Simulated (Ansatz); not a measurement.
Stepwise reaction of `N[SiH](O)O` with hydrogen chloride, as a gas-phase model of exchange steps in deposition or etching. ΔE in kJ/mol; ΔG adds harmonic PBE0-D4 terms to CCSD(T)/CBS, at 1 bar.

Program: Ansatz. Geometries: PBE0-D4/def2-TZVP. ΔE: electronic, gas phase. CCSD(T)/CBS is the MP2 limit (def2-TZVPP, def2-QZVPP) plus CCSD(T) − MP2 in def2-TZVPP, frozen cores. This one scheme is used for every species. Functionals use def2-TZVPP. B3LYP here is the variant with VWN-RPA as its local correlation; programs differ in this. One conformer a species, not always the lowest.

| step | reaction | PBE-D4 | B3LYP-D4 | ωB97M-V | CCSD(T)/CBS | ΔG(400 K) |
| --- | --- | --- | --- | --- | --- | --- |
| 1 | `N[SiH](O)O` + HCl → `N[SiH](O)Cl` + H₂O | -4.4 | 2.5 | 1.3 | 0.4 | 2.3 |

Task: Give the row of step 2, `N[SiH](O)Cl` + HCl → `N[SiH](Cl)Cl` + H₂O. (Best estimate.)

Result: The calculation gave: 
| step | reaction | PBE-D4 | B3LYP-D4 | ωB97M-V | CCSD(T)/CBS | ΔG(400 K) |
| --- | --- | --- | --- | --- | --- | --- |
| 2 | `N[SiH](O)Cl` + HCl → `N[SiH](Cl)Cl` + H₂O | 2.8 | 10.5 | 9.7 | 8.0 | 10.1 |

Task: By hand: ΔE of the 2 steps together at CCSD(T)/CBS.

Result: (0.4) + (8.0) = 8.4 kJ/mol, or 4.2 kJ/mol a step.

In ΔE each step is higher than the one before. ΔG lies between 2.3 and 10.1 kJ/mol a step. PBE-D4 differs from CCSD(T)/CBS by -5.2 to -4.8 kJ/mol a step. Isolated molecules leave out the surface, adducts and barriers. Largest T1 diagnostic: 0.011.
